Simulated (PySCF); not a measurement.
Scan of H₂B (cation, charge +1), singlet: symmetric bend, bond length relaxed. Scanned: H-B-H angle. Other coordinates (B-H bond length) were minimised at B3LYP/def2-TZVP.

- wB97X-V/cc-pVTZ (PySCF)
- CCSD(T) on RHF/cc-pVTZ, 1 core orbital frozen (PySCF)

Energies relative to the lowest point of each profile, in eV:

```
a / °  wB97X-V
-----  -------
180      0.000
170      0.033
160      0.132
150      0.299
140      0.537
130      0.848
120      1.239
110      1.716
90       2.965
80       3.758
70       4.677
60       5.723
```

Q: Predict the corresponding CCSD(T) column.

A: 180: 0.000; 170: 0.033; 160: 0.131; 150: 0.298; 140: 0.535; 130: 0.847; 120: 1.237; 110: 1.713; 90: 2.957; 80: 3.743; 70: 4.641; 60: 5.583 (eV).
